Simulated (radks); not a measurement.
The numbers below are computed, except where a source is named.
Species: Ho IV. Configuration: [Xe] 4f9 6p1 (not the ground configuration).

Level of theory: scalar-relativistic Kohn-Sham, PBE, spin-polarised, spherical densities, finite nucleus; open shells are filled with parallel spins first (spin-orbit coupling, left out, can overturn this in heavy ions); Fermi nuclear charge, rms radius 5.2022 fm (a radial shooting solver on a logarithmic mesh with Libxc functionals).

Energy parts (eV):
total: -343215.81
kinetic: 371127.75
electron-nucleus: -838233.11
Hartree: 131202.57
exchange-correlation: -7313.02

Orbitals (lengths in bohr, moments of r in powers of bohr; r(max) is where P^2 peaks):
| orbital | occ. | eigenvalue (eV) | r(max) |
|---|---|---|---|
| 1s up | 1 | -55532.05 | 0.01312 |
| 1s down | 1 | -55532.04 | 0.01312 |
| 2s up | 1 | -9327.221 | 0.07462 |
| 2s down | 1 | -9327.161 | 0.07462 |
| 2p up | 3 | -8269.043 | 0.06061 |
| 2p down | 3 | -8268.994 | 0.06061 |
| 3s up | 1 | -2121.269 | 0.2113 |
| 3s down | 1 | -2118.989 | 0.2112 |
| 3p up | 3 | -1797.822 | 0.2078 |
| 3p down | 3 | -1795.546 | 0.2077 |
| 3d up | 5 | -1386.869 | 0.1697 |
| 3d down | 5 | -1385.130 | 0.1696 |
| 4s up | 1 | -458.1183 | 0.4834 |
| 4s down | 1 | -453.2620 | 0.4834 |
| 4p up | 3 | -351.3224 | 0.5049 |
| 4p down | 3 | -346.5422 | 0.5048 |
| 4d up | 5 | -206.9396 | 0.5215 |
| 4d down | 5 | -202.2435 | 0.5215 |
| 5s up | 1 | -89.5929 | 1.108 |
| 5s down | 1 | -87.3219 | 1.117 |
| 5p up | 3 | -62.6509 | 1.246 |
| 5p down | 3 | -60.9301 | 1.258 |
| 4f up | 7 | -48.7044 | 0.5136 |
| 4f down | 2 | -44.3882 | 0.5156 |
| 6p up | 1 | -20.8784 | 3.170 |

The highest occupied level is 6p up at -20.878 eV. Spin moment in Bohr magnetons: 6. The electron density at the nucleus is 8.474e+05 e/bohr^3 (large components only). The density falls to 0.001 e/bohr^3 at r = 4.28 bohr. The spin density at the nucleus is 0.79 e/bohr^3 (1s -0.10, 2s -1.03, 3s -16.31, 4s 4.20, 5s 14.04).
